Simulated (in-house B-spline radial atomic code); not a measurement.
A fraction x of an electron is moved 3s → 3d in neutral chlorine, starting from [Ne] 3s2 3p5 and keeping the highest spin. Method: non-relativistic AM05, spin-polarised, spherical fractional occupations, point nucleus. Calculated with a B-spline radial code for spherical atoms.

```csv
x,E(x) - E(0) (eV),3s down level (eV),3d up level (eV)
0,0.0000,-19.882,-
0.25,5.2183,-22.207,-0.310
0.375,8.0170,-23.264,-0.401
0.5,?,?,?
0.625,?,?,?
0.75,16.9859,-25.168,-0.569
0.875,20.0710,-25.330,-0.585
1,23.1682,-,-0.602
```

(1) What belongs in the row x = 0.5?

(2) What belongs in the row x = 0.625?

(3) Check Janak's theorem between x = 0.25 and 0.375.

Results:

(1) An energy change of 10.9279 eV; 3s down at -24.159 eV, 3d up at -0.478 eV.

(2) An energy change of 13.9284 eV; 3s down at -24.818 eV, 3d up at -0.538 eV.

(3) The slope of the energy is 22.39 eV; the orbital levels give 22.38 eV (ε of the receiving orbital less ε of the emptying one, averaged over the two points).
